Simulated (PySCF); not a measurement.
## A small calculation by hand: dipole moment from atomic charges

B(CCH)(F)(H) (C2H2BF), SMILES FBC#C. Atoms are numbered in the order given.

```xyz
6

B     -0.5254    -0.7030     0.0000
C     -0.1185     0.7685     0.0000
C      0.1541     1.9677     0.0000
H      0.4017     3.0219     0.0000
F      0.4113    -1.6522     0.0000
H     -1.6904    -1.0544     0.0000
```

Geometry optimised at PBE-D3(BJ)/def2-SVP.

Charges (e) from ωB97X/def2-TZVPD (PySCF):

```json
[
 {"atom": "B1", "IAO": "0.429", "ESP fit": "0.578"},
 {"atom": "C2", "IAO": "-0.184", "ESP fit": "-0.192"},
 {"atom": "C3", "IAO": "-0.147", "ESP fit": "-0.317"},
 {"atom": "H4", "IAO": "0.211", "ESP fit": "0.315"},
 {"atom": "F5", "IAO": "-0.305", "ESP fit": "-0.258"},
 {"atom": "H6", "IAO": "-0.004", "ESP fit": "-0.127"}
]
```

The dipole moment of the full density is 1.65 D.

What dipole moment does each set of point charges give, and which comes closer to that of the density?


μ = Σ q r, and 1 e Å = 4.8032 D.
IAO: Σ q r = (-0.260, 0.414, 0.000) e Å, |μ| = 2.35 D.
ESP fit: Σ q r = (-0.095, 0.334, 0.000) e Å, |μ| = 1.67 D.
ESP fit comes closer in size. Point charges leave out the atoms' own dipoles (lone pairs, polarised bonds); fits to the potential absorb them, partitions of the density don't.
